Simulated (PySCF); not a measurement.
Radial density of Mn (manganese, neutral)

UHF, [Ar] 3d5 4s1 4p1, high-spin 8P determinant (an excited configuration). All numbers are calculated (PySCF 2.14, scalar relativity by spin-free X2C-1e, in x2c-QZVPPall (11s7p5d4f2g, 103 functions)).

```tsv
r (bohr)	4πr²ρ (e/bohr)	4πr²(ρα − ρβ)
0.000820	0.1231	0.0000
0.00138	0.3189	0.0001
0.00232	0.8109	0.0002
0.00390	2.005	0.0005
0.00656	4.722	0.0011
0.0110	10.22	0.0024
0.0186	19.15	0.0042
0.0312	28.23	0.0050
0.0525	28.94	0.0020
0.0884	23.12	0.0074
0.149	29.71	0.1096
0.250	29.33	0.6376
0.421	12.13	2.3656
0.707	15.02	4.2955
1.19	7.912	3.0468
2.00	1.576	1.2700
3.37	0.6472	0.6458
5.66	0.1509	0.1509
9.52	0.005852	0.0059
```

Densities and radii are taken from the X2C orbitals without a picture-change correction, which distorts them close to the nucleus.
